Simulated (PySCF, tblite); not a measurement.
Isomers of C6H9NSi. Computed with GFN2-xTB (tblite): harmonic, unscaled wavenumbers at the GFN2-xTB geometry, gas phase. Against measured fundamentals such values can be off by several per cent, at times by over 20. Modes of hydrogen on silicon can be 10 to 20 % off. One conformer each.

Electronic energies: PBE0/pcSseg-1 single points on the GFN2-xTB geometries (PySCF, gas phase).

```
                  SMILES  electronic energy, lowest = 0 (kJ/mol)
CCC1=C[C@@H](C#N)[SiH2]1                                     0.0
   C#C[SiH2][C@H]1CN1C=C                                   213.0
 N#C[C@H]1C=C(C[SiH3])C1                                    43.4
       NCC#CC1=CC[SiH2]1                                   142.2
   C#C[C@H]1[SiH2]CN1C=C                                   203.9
```

Problem. How do GFN2-xTB zero-point energies change the relative energies?

Solution. 
```json
{"SMILES": "CCC1=C[C@@H](C#N)[SiH2]1", "ZPE (kJ/mol)": "337.0", "of it from modes above 1550 cm⁻¹": "177.3", "electronic (kJ/mol)": "0.0", "with ZPE, lowest = 0 (kJ/mol)": "0.0", "lowest mode (cm⁻¹)": "35", "rings": "1"}
{"SMILES": "N#C[C@H]1C=C(C[SiH3])C1", "ZPE (kJ/mol)": "329.3", "of it from modes above 1550 cm⁻¹": "173.2", "electronic (kJ/mol)": "43.4", "with ZPE, lowest = 0 (kJ/mol)": "35.7", "lowest mode (cm⁻¹)": "39", "rings": "1"}
{"SMILES": "NCC#CC1=CC[SiH2]1", "ZPE (kJ/mol)": "334.2", "of it from modes above 1550 cm⁻¹": "189.5", "electronic (kJ/mol)": "142.2", "with ZPE, lowest = 0 (kJ/mol)": "139.4", "lowest mode (cm⁻¹)": "9", "rings": "1"}
{"SMILES": "C#C[C@H]1[SiH2]CN1C=C", "ZPE (kJ/mol)": "329.4", "of it from modes above 1550 cm⁻¹": "179.2", "electronic (kJ/mol)": "203.9", "with ZPE, lowest = 0 (kJ/mol)": "196.3", "lowest mode (cm⁻¹)": "66", "rings": "1"}
{"SMILES": "C#C[SiH2][C@H]1CN1C=C", "ZPE (kJ/mol)": "328.6", "of it from modes above 1550 cm⁻¹": "179.5", "electronic (kJ/mol)": "213.0", "with ZPE, lowest = 0 (kJ/mol)": "204.6", "lowest mode (cm⁻¹)": "14", "rings": "1"}
```

The zero-point energies span 8.4 kJ/mol, from `C#C[SiH2][C@H]1CN1C=C` to `CCC1=C[C@@H](C#N)[SiH2]1`. The order is unchanged.

Problem. And how do the electronic energies of GFN2-xTB itself compare?

Solution. `CCC1=C[C@@H](C#N)[SiH2]1` 6.8; `N#C[C@H]1C=C(C[SiH3])C1` 0.0; `NCC#CC1=CC[SiH2]1` 126.6; `C#C[C@H]1[SiH2]CN1C=C` 106.6; `C#C[SiH2][C@H]1CN1C=C` 131.2 kJ/mol, lowest = 0. Against the energies above, taken from the same isomer `CCC1=C[C@@H](C#N)[SiH2]1`, the largest difference is 104.1 kJ/mol.

Problem. What do entropy and thermal enthalpy add at 298.15 K and 1 bar (rigid rotor, harmonic oscillator, one conformer each)?

Solution. 
| SMILES | point group | symmetry number | S (J/(mol K)) | H − H(0) (kJ/mol) | ZPE + H − H(0) − TS (kJ/mol) |
| --- | --- | --- | --- | --- | --- |
| CCC1=C[C@@H](C#N)[SiH2]1 | C1 | 1 | 403.0 | 27.73 | 244.5 |
| N#C[C@H]1C=C(C[SiH3])C1 | C1 | 1 | 404.0 | 27.41 | 236.2 |
| C#C[C@H]1[SiH2]CN1C=C | C1 | 1 | 398.7 | 27.97 | 238.5 |

Not tabulated: `NCC#CC1=CC[SiH2]1` (lowest mode only 9 cm⁻¹); `C#C[SiH2][C@H]1CN1C=C` (lowest mode only 14 cm⁻¹).
